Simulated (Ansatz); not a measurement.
`C[SiH2][CH2][GaH][SiH3]` + H₂S → `[SiH3][GaH][SH]` + `C[SiH2]C` at 700 K and 1 bar (ligand exchange at a Ga–C bond).

Isolated molecules relaxed with PBE0-D4/def2-TZVP in Ansatz; ΔE leaves out vibrations. CBS: MP2 limit from def2 TZ/QZ plus the TZ coupled-cluster correction, frozen cores. This one scheme is used for every species. For Ga outer-core shells are correlated without core-valence functions, which leaves a few kJ/mol of doubt a bond. Scalar relativity is left out up to krypton. Each species was taken in one conformer, which may not be the lowest.

```csv
species,CCSD(T)/CBS energy (Eh),H − E (kJ/mol),S (J/(mol·K))
`C[SiH2][CH2][GaH][SiH3]`,-2584.83070,411.4,623.4
H₂S,-398.97279,64.8,236.9
`[SiH3][GaH][SH]`,-2613.82650,176.8,452.3
`C[SiH2]C`,-370.01595,305.7,403.3
```

H − E and S are ideal-gas, rigid-rotor, harmonic terms from PBE0-D4/def2-TZVP, for one conformer and one mirror image of each species. 1 Eh = 2625.50 kJ/mol, R = 8.31446 J/(mol·K).

**Question.** By hand: ΔE, ΔH, ΔS and ΔG.

**Answer.** ΔE = (-2613.82650) + (-370.01595) − (-2584.83070) − (-398.97279) = -0.03896 Eh = -102.3 kJ/mol. Δ(H − E) = 176.8 + 305.7 − 411.4 − 64.8 = 6.3, so ΔH = -96.0 kJ/mol. ΔS = 452.3 + 403.3 − 623.4 − 236.9 = -4.7 J/(mol·K). ΔG = -96.0 − 700 × (-4.7)/1000 = -92.7 kJ/mol.

**Question.** By hand: the equilibrium constant, and the temperature at which ΔG would vanish if ΔH and ΔS stayed fixed.

**Answer.** log₁₀ K = −ΔG/(RT ln 10) = 6.9. ΔG = 0 at ΔH/ΔS = 20426 K, far beyond where these terms or the molecules hold.

The number of gas molecules stays the same, so ΔS is small and ΔH decides. A doubt of 5 kJ/mol in ΔE shifts log₁₀ K by 0.4 here. Other conformers and mirror images would add mixing entropy, several J/(mol·K) or more a flexible species. Modes under 60 cm⁻¹, often nearly free rotors, make the harmonic entropy too high. These are equilibria of isolated gas molecules and say nothing of rates. Largest T1 diagnostic: 0.014 (customary marks: 0.02 for closed shells, 0.045 for open ones).
